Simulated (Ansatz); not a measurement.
A search over several starts for the lowest SCF solution of the cluster VTe4 at the given spin, in a small basis.

```yaml
crystal:
  periodic: [false, false, false]
  atoms:
    - {symbol: V, position_ang: [0.474367, -0.031880, -0.633327]}
    - {symbol: Te, position_ang: [2.806632, -0.250350, -0.103486]}
    - {symbol: Te, position_ang: [-0.879426, 2.200818, -0.332360]}
    - {symbol: Te, position_ang: [-1.258937, -1.995765, -0.403831]}
    - {symbol: Te, position_ang: [-1.142626, 0.077167, 1.473003]}
basis:
  gaussian: {orbitals: def2-SVP, initial_orbitals: start.molden}
magnetization: {spin_polarized: true, initial_magnetization: 1}
hamiltonian: {xc: pbe, dispersion: d4}
output: {orbitals: {seedname: orbitals}}
```

The file start.molden holds the orbitals of an earlier run on this structure, at another level or in another basis.

```sh
$ ansatz run in.yaml --threads 4 --pin off --events-out ev --progress --plain --max-ram 4787MiB
```

Output, abridged:

```
Functional definition: PBE
1662 factors; their error is unknown
mean field evaluation 1: about -54826.0741 eV, gradient 7.9e1 eV
mean field evaluation 2: about -54835.9656 eV, gradient 1.3e1 eV
mean field evaluation 4: about -54849.3747 eV, gradient 6.8e0 eV
mean field evaluation 8: about -54854.3361 eV, gradient 1.5e0 eV
mean field evaluation 16: about -54854.6267 eV, gradient 1.9e-4 eV
mean field evaluation 32: about -54793.7954 eV, gradient 1.2e2 eV
mean field evaluation 64: about -54854.6042 eV, gradient 2.0e0 eV
mean field evaluation 96: about -54853.5831 eV, gradient 3.3e0 eV
mean field evaluation 128: about -54853.9795 eV, gradient 1.4e0 eV
mean field -54854.62670532 eV, -2015.8703496191 hartree, gradient 8.3e-6 eV, S^2 0.910251; 11 other end points of the search recorded, 0 dependent functions left out
reference -54854.62674870 eV, -2015.8703512131 hartree; 60, 59 occupied and 75, 76 virtual orbitals, 1662 factors
Total energy: -54855.02674963 eV, -2015.8850509765 hartree
```

Hardware: 4 threads of Arm Neoverse V2 on a shared host. Wall time 24 s.

In the def2 sets Te takes a core potential; there is no spin–orbit coupling. The charge 0 doublet is spin-contaminated (final ⟨S²⟩ up to 0.91, 0.75 for a pure state). Another isomer (doublet) lies 0.41 eV lower at PBE0-D4/def2-TZVP; other spin states weren't run for this one.
